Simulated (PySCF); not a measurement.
C5H6O2, SMILES C#C[C@@H]1[C@H](O)[C@@H]1O.

Geometry optimised at PBE-D3(BJ)/def2-SVP. The structure was generated by enumeration; whether it is a known compound was not checked. The values are those of a single conformer.

The numbers are results of PySCF with PBE-D3(BJ)/def2-SVP, not measurements.

No scaling factor is applied to the harmonic values.

```json
[
 {"mode": "1", "ν (cm⁻¹)": "117", "IR (km/mol)": "2.5", "moving atoms (share of kinetic energy)": "O 43 %, C 41 %, H 16 %"},
 {"mode": "2", "ν (cm⁻¹)": "129", "IR (km/mol)": "2.7", "moving atoms (share of kinetic energy)": "C 52 %, O 33 %, H 14 %"},
 {"mode": "3", "ν (cm⁻¹)": "256", "IR (km/mol)": "2.2", "moving atoms (share of kinetic energy)": "O 71 %, H 19 %, C 11 %"},
 {"mode": "4", "ν (cm⁻¹)": "304", "IR (km/mol)": "67.4", "moving atoms (share of kinetic energy)": "H 82 %, O 14 %"},
 {"mode": "5", "ν (cm⁻¹)": "329", "IR (km/mol)": "6.9", "moving atoms (share of kinetic energy)": "C 63 %, O 26 %, H 11 %"},
 {"mode": "6", "ν (cm⁻¹)": "378", "IR (km/mol)": "14.0", "moving atoms (share of kinetic energy)": "C 64 %, O 25 %, H 11 %"},
 {"mode": "7", "ν (cm⁻¹)": "560", "IR (km/mol)": "88.0", "moving atoms (share of kinetic energy)": "H 86 %, C 10 %"},
 {"mode": "8", "ν (cm⁻¹)": "578", "IR (km/mol)": "12.1", "moving atoms (share of kinetic energy)": "C 59 %, H 37 %"},
 {"mode": "9", "ν (cm⁻¹)": "597", "IR (km/mol)": "44.5", "moving atoms (share of kinetic energy)": "H 65 %, C 31 %"},
 {"mode": "10", "ν (cm⁻¹)": "638", "IR (km/mol)": "31.5", "moving atoms (share of kinetic energy)": "C 72 %, O 15 %, H 13 %"},
 {"mode": "11", "ν (cm⁻¹)": "662", "IR (km/mol)": "30.1", "moving atoms (share of kinetic energy)": "H 78 %, C 22 %"},
 {"mode": "12", "ν (cm⁻¹)": "670", "IR (km/mol)": "4.8", "moving atoms (share of kinetic energy)": "C 61 %, O 24 %, H 15 %"},
 {"mode": "13", "ν (cm⁻¹)": "712", "IR (km/mol)": "20.5", "moving atoms (share of kinetic energy)": "C 59 %, H 36 %"},
 {"mode": "14", "ν (cm⁻¹)": "764", "IR (km/mol)": "15.3", "moving atoms (share of kinetic energy)": "C 51 %, H 47 %"},
 {"mode": "15", "ν (cm⁻¹)": "915", "IR (km/mol)": "20.7", "moving atoms (share of kinetic energy)": "C 52 %, H 27 %, O 21 %"},
 {"mode": "16", "ν (cm⁻¹)": "950", "IR (km/mol)": "41.8", "moving atoms (share of kinetic energy)": "C 47 %, H 44 %, O 10 %"},
 {"mode": "17", "ν (cm⁻¹)": "970", "IR (km/mol)": "28.9", "moving atoms (share of kinetic energy)": "H 57 %, C 42 %"},
 {"mode": "18", "ν (cm⁻¹)": "1045", "IR (km/mol)": "6.7", "moving atoms (share of kinetic energy)": "H 77 %, C 22 %"},
 {"mode": "19", "ν (cm⁻¹)": "1065", "IR (km/mol)": "22.6", "moving atoms (share of kinetic energy)": "H 59 %, C 34 %"},
 {"mode": "20", "ν (cm⁻¹)": "1141", "IR (km/mol)": "36.3", "moving atoms (share of kinetic energy)": "H 42 %, C 30 %, O 28 %"},
 {"mode": "21", "ν (cm⁻¹)": "1189", "IR (km/mol)": "95.5", "moving atoms (share of kinetic energy)": "H 69 %, O 18 %, C 14 %"},
 {"mode": "22", "ν (cm⁻¹)": "1280", "IR (km/mol)": "16.6", "moving atoms (share of kinetic energy)": "H 70 %, C 27 %"},
 {"mode": "23", "ν (cm⁻¹)": "1291", "IR (km/mol)": "28.8", "moving atoms (share of kinetic energy)": "H 53 %, C 41 %"},
 {"mode": "24", "ν (cm⁻¹)": "1313", "IR (km/mol)": "22.8", "moving atoms (share of kinetic energy)": "H 56 %, C 41 %"},
 {"mode": "25", "ν (cm⁻¹)": "1340", "IR (km/mol)": "7.2", "moving atoms (share of kinetic energy)": "H 50 %, C 44 %"},
 {"mode": "26", "ν (cm⁻¹)": "1409", "IR (km/mol)": "93.7", "moving atoms (share of kinetic energy)": "H 54 %, C 40 %"},
 {"mode": "27", "ν (cm⁻¹)": "2147", "IR (km/mol)": "32.4", "moving atoms (share of kinetic energy)": "C 91 %, H 9 %"},
 {"mode": "28", "ν (cm⁻¹)": "3059", "IR (km/mol)": "17.8", "moving atoms (share of kinetic energy)": "H 92 %, C 8 %"},
 {"mode": "29", "ν (cm⁻¹)": "3083", "IR (km/mol)": "0.4", "moving atoms (share of kinetic energy)": "H 92 %, C 8 %"},
 {"mode": "30", "ν (cm⁻¹)": "3091", "IR (km/mol)": "20.0", "moving atoms (share of kinetic energy)": "H 92 %, C 8 %"},
 {"mode": "31", "ν (cm⁻¹)": "3406", "IR (km/mol)": "90.9", "moving atoms (share of kinetic energy)": "H 86 %, C 14 %"},
 {"mode": "32", "ν (cm⁻¹)": "3523", "IR (km/mol)": "71.9", "moving atoms (share of kinetic energy)": "H 94 %"},
 {"mode": "33", "ν (cm⁻¹)": "3576", "IR (km/mol)": "79.4", "moving atoms (share of kinetic energy)": "H 94 %"}
]
```
